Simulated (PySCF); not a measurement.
K(Cl) cation (ClK), SMILES [Cl][K] (connectivity only; charge and spin as stated), charge +1, multiplicity 2.

Geometry optimised at B3LYP-D3(BJ)/def2-TZVPD. The spin state was assumed, not searched.

The numbers are results of CAM-B3LYP/def2-TZVPD (PySCF), not measurements.

Gas-phase values at a fixed geometry.

Computed frontier levels, dipole moment:
```
Item                                                                Value
------------------------------------------------  -----------------------
α spin, highest occupied and lowest empty level       -15.82 and -4.82 eV
β spin, highest occupied and lowest empty level       -15.40 and -9.42 eV
dipole moment about the centre of nuclear charge                   6.47 D
⟨S²⟩                                              0.753 (pure state 0.75)
```
